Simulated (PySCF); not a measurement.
Computed shifts of a molecule C2H10O2Si2, PBE/pcSseg-1 (PySCF), GIAO, gas phase, atoms alike by connectivity averaged where their shifts nearly agree, in ppm (number of nuclei): ¹³C: 56.0 (1), 5.6 (1). ²⁹Si: 15.8 (1), -128.1 (1). ¹H: 3.97 (3), 3.54 (3), 1.93 (1), 0.53 (3). References: ¹³C against TMS (σ = 182.0 ppm); ¹⁷O against H2O (σ = 334.3 ppm); ²⁹Si against TMS (σ = 335.4 ppm); ¹H against TMS (σ = 31.49 ppm), references at their B3LYP-D3(BJ)/def2-TZVP geometries, non-relativistic. The structure is a stationary point at TPSSh-D3(BJ)/def2-SVP. One conformer was computed; it need not be the lowest.

Task: Which molecule gave these data?
(A) CO[Si@@](C)(O)[SiH3]
(B) C[C@@H](O[SiH3])[SiH2]O
(C) CC[Si@@H](O)[SiH2]O
(D) C[Si@@H](CO)[SiH2]O

Result: A, CO[Si@@](C)(O)[SiH3]
